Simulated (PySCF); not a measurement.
H₄SiZn. Atoms are numbered in the order given.

```xyz
6

Zn     0.0000     0.0000    -0.8475
H      0.0000     0.0000    -2.4050
Si     0.0000     0.0000     1.5394
H      1.1956     0.6903     2.0926
H      0.0000    -1.3806     2.0926
H     -1.1956     0.6903     2.0926
```
Charge 0, spin multiplicity 1.

The structure is a stationary point at B3LYP-D3(BJ)/def2-TZVP.

Vertical ionisation energy (IE) and electron affinity (EA) in eV. Rows of orbital energies are one-electron estimates. Where ΔSCF, EOM or ADC give a negative EA the extra electron is unbound and the value depends on the basis.

```tsv
level	IE	EA
−ε(HOMO), −ε(LUMO), PBE/def2-TZVPD (PySCF)	6.31	1.86
−ε(HOMO), −ε(LUMO), M06-2X/def2-TZVPD (PySCF)	8.15	0.71
```
